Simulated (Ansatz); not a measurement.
`C[SiH](C)[SiH2]F` + `O[SiH]([SiH3])Cl` → `CO[SiH]([SiH3])Cl` + `C[SiH2][SiH2]F`  (substitution at a C–Si bond)

Program: Ansatz. Geometries: PBE0-D4/def2-TZVP. ΔE: electronic, gas phase. CBS: MP2 limit from def2 TZ/QZ plus the TZ coupled-cluster correction, frozen cores. Functionals use def2-TZVPP. B3LYP here is the variant with VWN-RPA as its local correlation; programs differ in this. One conformer a species, not always the lowest.

`C[SiH](C)[SiH2]F`:

```xyz
14

C     1.506   -1.053   -0.350
Si   -0.268   -0.464   -0.192
C    -0.712    0.734   -1.566
Si   -0.610    0.537    1.901
F     0.344    1.831    2.040
H     1.668   -1.531   -1.319
H     2.201   -0.214   -0.265
H     1.753   -1.777    0.430
H    -1.189   -1.640   -0.240
H    -0.085    1.627   -1.518
H    -0.565    0.269   -2.544
H    -1.755    1.049   -1.494
H    -0.277   -0.374    3.031
H    -2.012    1.007    2.086
```

`O[SiH]([SiH3])Cl`:

```xyz
9

O    -0.624   -0.750    1.666
Si   -0.844   -0.088    0.183
Si    1.266    0.175   -0.784
Cl   -1.734    1.772    0.342
H    -1.397   -0.927    2.206
H    -1.795   -0.894   -0.625
H     1.938   -1.143   -0.927
H     2.093    1.068    0.067
H     1.098    0.786   -2.129
```

`CO[SiH]([SiH3])Cl`:

Z-matrix (Å, degrees):
```
C
O 1 1.413
H 1 1.096 2 111.4
H 1 1.094 2 110.8 3 -121.3
H 1 1.091 2 108.0 3 119.4
Si 2 1.632 1 124.1 3 50.2
Cl 6 2.070 2 110.4 1 62.3
Si 6 2.334 2 107.6 1 -179.0
H 6 1.488 2 110.1 1 -52.8
H 8 1.485 6 109.5 2 -59.7
H 8 1.487 6 110.2 2 60.9
H 8 1.487 6 108.9 2 -179.4
```

`C[SiH2][SiH2]F`:

Cartesian coordinates in Å:
```
C -0.191 1.524 -0.824
Si 0.122 -0.325 -0.800
Si 0.059 -1.186 1.378
F 1.152 -0.431 2.289
H 0.564 2.049 -0.235
H -0.155 1.908 -1.846
H -1.172 1.758 -0.406
H 1.445 -0.642 -1.408
H -0.921 -1.049 -1.583
H -1.269 -0.968 2.016
H 0.368 -2.640 1.419
```

```
        level  ΔE (kJ/mol)  difference from CCSD(T)/CBS
    revPBE-D4         90.0                         -3.7
       B97M-V         91.2                         -2.5
      PBE0-D4         92.9                         -0.8
     B3LYP-D4         86.0                         -7.7
       B2PLYP         88.4                         -5.3
          PBE         90.3                         -3.4
      r2SCAN0         94.1                          0.4
    CAM-B3LYP         84.6                         -9.1
CCSD/def2-SVP         71.8                        -21.9
HF/def2-QZVPP         76.5                        -17.2
  CCSD(T)/CBS         93.7                            0
```

Q: What do rigid-rotor, harmonic-oscillator terms from PBE0-D4/def2-TZVP frequencies (298.15 K, 1 bar) make of the CCSD(T)/CBS value? (Best estimate.)

A: Ansatz gave: ΔZPE = -0.9 kJ/mol, ΔH = +92.4 kJ/mol, ΔS = 2 J/(mol·K), ΔG = +91.8 kJ/mol. Modes under 50 cm⁻¹ make the entropy rough.

Largest T1 diagnostic among the species: 0.012.

In def2-TZVPP, CCSD(T) changes the Hartree–Fock value by +13.3 kJ/mol (the triples alone add +0.9 kJ/mol) and MP2 by +20.5 kJ/mol. Leaving LDA and LC-ωPBE aside and taking each functional with its dispersion term where it has one, the values, not all of them listed here, spread over 10.6 kJ/mol, from BLYP-D4 to PBE-QIDH. At CCSD(T), def2-SVP lies −21.9 kJ/mol from the extrapolated value and def2-TZVPP −3.6 kJ/mol.

CCSD(T)/CBS has its own doubt, a few kJ/mol and more with outer-core shells, so smaller differences from it don't rank the levels.
